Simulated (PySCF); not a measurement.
Species: CH2BO (charge 0, doublet). It need not be the lowest isomer of its formula. SMILES: [BH2-]C#[O+]
Structure (B3LYP-D3(BJ)/def2-TZVP (Ansatz) minimum search):
```xyz
5

B     -0.2250    -0.0101    -1.3469
H     -0.3344     1.0404    -1.8868
H     -0.2945    -1.0685    -1.8777
C      0.0170     0.0008     0.1019
O      0.2065     0.0092     1.2360
```
Charge 0, spin multiplicity 2.

Dispersion corrections to the total energy (kcal/mol) from the dftd3 and dftd4 libraries through PySCF: D3(BJ) without and D4 with the three-body term, each with the damping fitted for the functional named.

| functional | D3(BJ) | D4 |
|---|---|---|
| LC-wPBE | -1.16 | [?] |
| PBE | -1.28 | -1.17 |
| B2PLYP | -1.02 | -0.81 |
| HF | -12.53 | -4.77 |
| CAM-B3LYP | -0.94 | [?] |
| BP86 | -1.98 | -1.51 |
| TPSS | -1.60 | [?] |

Question: Some entries are withheld; supply them.

Answer: 
- LC-wPBE, D4: -1.30
- CAM-B3LYP, D4: -0.96
- TPSS, D4: -1.59
